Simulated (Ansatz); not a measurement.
`NB(S)Cl` + H₂ → `SBCl` + NH₃ at 400 K and 1 bar (hydrogenolysis of a B–N bond).

Gas-phase electronic energies from Ansatz, PBE0-D4/def2-TZVP geometries. CCSD(T)/CBS is frozen-core, at the limit of the def2 triple- and quadruple-zeta sets. One conformer a species, not always the lowest.

```csv
species,CCSD(T)/CBS energy (Eh),H − E (kJ/mol),S (J/(mol·K))
`NB(S)Cl`,-938.97242,136.8,334.6
H₂,-1.17463,38.0,139.0
`SBCl`,-883.60902,81.6,297.8
NH₃,-56.50568,104.2,203.1
```

H − E and S are ideal-gas, rigid-rotor, harmonic terms from PBE0-D4/def2-TZVP, for one conformer and one mirror image of each species. 1 Eh = 2625.50 kJ/mol, R = 8.31446 J/(mol·K).

Problem. By hand: ΔE, ΔH, ΔS and ΔG.

Solution. ΔE = (-883.60902) + (-56.50568) − (-938.97242) − (-1.17463) = 0.03235 Eh = 84.9 kJ/mol. Δ(H − E) = 81.6 + 104.2 − 136.8 − 38.0 = 11.0, so ΔH = 95.9 kJ/mol. ΔS = 297.8 + 203.1 − 334.6 − 139.0 = 27.3 J/(mol·K). ΔG = 95.9 − 400 × (27.3)/1000 = 85.0 kJ/mol.

Problem. By hand: the equilibrium constant, and the temperature at which ΔG would vanish if ΔH and ΔS stayed fixed.

Solution. log₁₀ K = −ΔG/(RT ln 10) = -11.1. ΔG = 0 at ΔH/ΔS = 3513 K, far beyond where these terms or the molecules hold.

ΔH outweighs TΔS. A doubt of 5 kJ/mol in ΔE shifts log₁₀ K by 0.7 here. Other conformers and mirror images would add mixing entropy, several J/(mol·K) or more a flexible species. These are equilibria of isolated gas molecules and say nothing of rates. Largest T1 diagnostic: 0.013 (customary marks: 0.02 for closed shells, 0.045 for open ones).
